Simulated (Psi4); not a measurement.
propyne (C3H4), singlet, at a GFN2-xTB geometry, atoms displaced at random by about 0.03 Å a coordinate; TPSS/STO-3G, gradient in Psi4 1.11.

Here is a job for Psi4.
```
memory 2 GB

molecule mol {
0 1
  C    -0.034970   -0.019695    0.196300
  C    -0.007937   -0.024435    1.387748
  C     0.009689    0.033474   -1.227848
  H    -0.055477   -0.032925    2.476501
  H     0.006299    1.064896   -1.626752
  H     0.920693   -0.449825   -1.636967
  H    -0.830055   -0.523936   -1.582510
symmetry c1
no_reorient
no_com
}

set basis sto-3g
set reference rks

gradient('tpss')
print_variables()
```

**Question.** What does Psi4 print? Leave out banner, timings and long lists.

**Answer.** 
```
gradient() will perform analytic gradient computation.

   => Loading Basis Set <=

    Name: STO-3G
    Role: ORBITAL
    Keyword: BASIS

         ---------------------------------------------------------
                                   SCF
               by Justin Turney, Rob Parrish, Andy Simmonett
                          and Daniel G. A. Smith
                              RKS Reference
         ---------------------------------------------------------

  ==> Geometry <==

    Molecular point group: c1
    Full point group: C1

    Geometry (in Angstrom), charge = 0, multiplicity = 1:

       Center              X                  Y                   Z               Mass
    ------------   -----------------  -----------------  -----------------  -----------------
         C           -0.034970000000    -0.019695000000     0.196300000000    12.000000000000
         C           -0.007937000000    -0.024435000000     1.387748000000    12.000000000000
         C            0.009689000000     0.033474000000    -1.227848000000    12.000000000000
         H           -0.055477000000    -0.032925000000     2.476501000000     1.007825032230
         H            0.006299000000     1.064896000000    -1.626752000000     1.007825032230
         H            0.920693000000    -0.449825000000    -1.636967000000     1.007825032230
         H           -0.830055000000    -0.523936000000    -1.582510000000     1.007825032230

  Running in c1 symmetry.

  Rotational constants: A =      5.29673  B =      0.29409  C =      0.29365 [cm^-1]
  Rotational constants: A = 158792.08623  B =   8816.71723  C =   8803.55422 [MHz]
  Nuclear repulsion =   59.345861287522467

  Charge       = 0
  Multiplicity = 1
  Electrons    = 22
  Nalpha       = 11
  Nbeta        = 11

  ==> Algorithm <==

  SCF Algorithm Type is DF.
  DIIS enabled.
  MOM disabled.
  Fractional occupation disabled.
  Guess Type is SAD.
  Energy threshold   = 1.00e-08
  Density threshold  = 1.00e-08
  Integral threshold = 1.00e-12

  ==> Primary Basis <==

  Basis Set: STO-3G
    Blend: STO-3G
    Number of shells: 13
    Number of basis functions: 19
    Number of Cartesian functions: 19
    Spherical Harmonics?: true
    Max angular momentum: 1

  ==> DFT Potential <==

   => LibXC <=

    Version 7.1.2
    S. Lehtola, C. Steigemann, M. J. T. Oliveira, and M. A. L. Marques,  SoftwareX 7, 1–5 (2018) (10.1016/j.softx.2017.11.002)

   => Composite Functional: TPSS <=

    TPSS Meta-GGA XC Functional

    J. Tao, et al., Phys. Rev. Lett., 91, 146401, 2003

    Deriv               =              1
    GGA                 =           TRUE
    Meta                =           TRUE

    Exchange Hybrid     =          FALSE
    MP2 Hybrid          =          FALSE

   => Exchange Functionals <=

    1.0000   XC_MGGA_X_TPSS

   => Correlation Functionals <=

    1.0000   XC_MGGA_C_TPSS

   => LibXC Density Thresholds  <==

    XC_MGGA_C_TPSS:  1.00E-15
    XC_MGGA_X_TPSS:  1.00E-15

   => Molecular Quadrature <=

    Radial Scheme          =       TREUTLER
    Pruning Scheme         =           NONE
    Nuclear Scheme         =       TREUTLER

    Blocking Scheme        =         OCTREE
    BS radius alpha        =              1
    Pruning alpha          =              1
    Radial Points          =             75
    Spherical Points       =            302
    Total Points           =         150001
    Total Blocks           =           1205
    Max Points             =            256
    Max Functions          =             19
    Weights Tolerance      =       1.00E-15

   => Loading Basis Set <=

    Name: (STO-3G AUX)
    Role: JKFIT
    Keyword: DF_BASIS_SCF

  ==> Integral Setup <==

  SCF_SUBTYPE=INCORE selected. In-core MEM_DF algorithm will be used.
  Using in-core AOs.

  ==> MemDFJK: Density-Fitted J/K Matrices <==

    J tasked:                   Yes
    K tasked:                    No
    wK tasked:                   No
    Algorithm:                 Core
[...]
  @DF-RKS Final Energy:  -115.25838778251097
    Total Energy =                       -115.2583877825109653
[...]

  ==> Geometry <==

    Molecular point group: c1
    Full point group: C1

    Geometry (in Angstrom), charge = 0, multiplicity = 1:

       Center              X                  Y                   Z               Mass
    ------------   -----------------  -----------------  -----------------  -----------------
         C           -0.034970000000    -0.019695000000     0.196300000000    12.000000000000
         C           -0.007937000000    -0.024435000000     1.387748000000    12.000000000000
         C            0.009689000000     0.033474000000    -1.227848000000    12.000000000000
         H           -0.055477000000    -0.032925000000     2.476501000000     1.007825032230
         H            0.006299000000     1.064896000000    -1.626752000000     1.007825032230
         H            0.920693000000    -0.449825000000    -1.636967000000     1.007825032230
         H           -0.830055000000    -0.523936000000    -1.582510000000     1.007825032230

  Nuclear repulsion =   59.345861287522467

  ==> Basis Set <==

  Basis Set: STO-3G
    Blend: STO-3G
    Number of shells: 13
    Number of basis functions: 19
    Number of Cartesian functions: 19
    Spherical Harmonics?: true
    Max angular momentum: 1

  ==> DFJKGrad: Density-Fitted SCF Gradients <==

    Gradient:                    1
    J tasked:                  Yes
    K tasked:                   No
    wK tasked:                  No
    Integrals threads:           1
    Schwarz Cutoff:          1E-12
    Fitting Condition:       1E-10

   => Auxiliary Basis Set <=

  Basis Set: (STO-3G AUX)
    Blend: DEF2-UNIVERSAL-JKFIT
    Number of shells: 99
    Number of basis functions: 297
    Number of Cartesian functions: 347
    Spherical Harmonics?: true
    Max angular momentum: 4

  ==> DFT Potential <==

   => LibXC <=

    Version 7.1.2
    S. Lehtola, C. Steigemann, M. J. T. Oliveira, and M. A. L. Marques,  SoftwareX 7, 1–5 (2018) (10.1016/j.softx.2017.11.002)

   => Composite Functional: TPSS <=

    TPSS Meta-GGA XC Functional

    J. Tao, et al., Phys. Rev. Lett., 91, 146401, 2003

    Deriv               =              1
    GGA                 =           TRUE
    Meta                =           TRUE

    Exchange Hybrid     =          FALSE
    MP2 Hybrid          =          FALSE

   => Exchange Functionals <=

    1.0000   XC_MGGA_X_TPSS

   => Correlation Functionals <=

    1.0000   XC_MGGA_C_TPSS

   => LibXC Density Thresholds  <==

    XC_MGGA_C_TPSS:  1.00E-15
    XC_MGGA_X_TPSS:  1.00E-15

   => Molecular Quadrature <=

    Radial Scheme          =       TREUTLER
    Pruning Scheme         =           NONE
    Nuclear Scheme         =       TREUTLER

    Blocking Scheme        =         OCTREE
    BS radius alpha        =              1
    Pruning alpha          =              1
    Radial Points          =             75
    Spherical Points       =            302
    Total Points           =         150001
    Total Blocks           =           1205
    Max Points             =            256
    Max Functions          =             19
    Weights Tolerance      =       1.00E-15

  -Total Gradient:
     Atom            X                  Y                   Z
    ------   -----------------  -----------------  -----------------
       1       -0.008787346958    -0.006565702799    -0.011068452930
       2        0.003655964044     0.001021804021    -0.051279544008
       3       -0.025300088621    -0.006508742492     0.036547922026
       4       -0.001367301542     0.000562927564     0.005735343013
       5        0.005684653167    -0.002197310874    -0.000324215775
       6       -0.001216934169     0.001606665936    -0.001942408540
       7        0.027331245978     0.012081416427     0.022333718284

  Variable Map:
  ----------------------------------------------------------------------------
[...]
  Array Variable Map:
  ----------------------------------------------------------------------------
[...]
[...]
```
